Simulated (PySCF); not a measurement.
A species of formula C9H8O2 has this rotational fingerprint, computed with PySCF, PBE0-D3(BJ)/def2-SVP geometry optimisation, gas phase:

| Item | Value |
| --- | --- |
| Rotational constants | A = 3402, B = 575.3, C = 493.6 MHz |
| Dipole components | \|μa\| = 0.90 D, \|μb\| = 0.73 D, \|μc\| = 0.00 D |
| Inertial defect | -3.17 u·Å² |
| κ | -0.94 |

Question: Which structure is it? (One computed conformer of each.)
A. `[CH2:1]=[CH:2][c:3]1[cH:4][cH:5][c:6]([C:7](=[O:8])[OH:9])[cH:10][cH:11]1` with C1–C2–C3–C4 1°, C5–C6–C7–O8 0°, C6–C7–O9–H 180°
B. `[CH3:1][C:2](=[O:3])[c:4]1[cH:5][cH:6][c:7]([CH:8]=[O:9])[cH:10][cH:11]1` with C1–C2–C4–C5 0°, C6–C7–C8–O9 0°
C. `[CH2:1]=[CH:2][O:3][C:4](=[O:5])[c:6]1[cH:7][cH:8][cH:9][cH:10][cH:11]1` with C1–C2–O3–C4 180°, C2–O3–C4–O5 0°, O3–C4–C6–C7 1°

Answer: B. It is CC(=O)c1ccc(C=O)cc1, a near-prolate asymmetric top, point group Cs. The candidates at the same level (rigid rotor, commonest isotopes):

```tsv
SMILES	A (MHz)	B (MHz)	C (MHz)	μa (D)	μb (D)	μc (D)	Δ (u·Å²)	point group	rotor
CC(=O)c1ccc(C=O)cc1	3402	575.3	493.6	0.90	0.73	0.00	-3.17	Cs	near-prolate asymmetric top
C=Cc1ccc(C(=O)O)cc1	3575	575.2	495.5	1.29	1.46	0.01	-0.01	–	near-prolate asymmetric top
C=COC(=O)c1ccccc1	2942	632.7	520.7	1.20	1.65	0.00	-0.01	Cs	near-prolate asymmetric top
```

`C=COC(=O)c1ccccc1` has A 14 % too low; `C=Cc1ccc(C(=O)O)cc1` has A 5 % too high. In the right answer the mirror of this Cs structure is the ab plane, so μc vanishes by symmetry (the 0.01 D computed is a residue). No structure here is proved a minimum.
